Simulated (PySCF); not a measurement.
GeH₃F, SMILES [F][GeH3].

Geometry optimised at PBE0-D3(BJ)/def2-TZVP.

The numbers are results of M06-2X/def2-TZVPD run with PySCF, not measurements.

The total energy comes out as -2178.68231 hartree and the point group is C3v. The highest occupied level is -11.06 eV and the lowest empty level comes out as 0.29 eV. The orbital gap comes out as 11.35 eV. The dipole moment is 2.25 D, the quadrupole, principal values (traceless, Buckingham form, about the centre of nuclear charge) is -2.96, 1.48, 1.48 D·Å and the mean static polarisability comes out as 31.5 bohr³ (4.67 Å³). The polarisability, principal values is 29.9, 32.4, 32.4 bohr³.
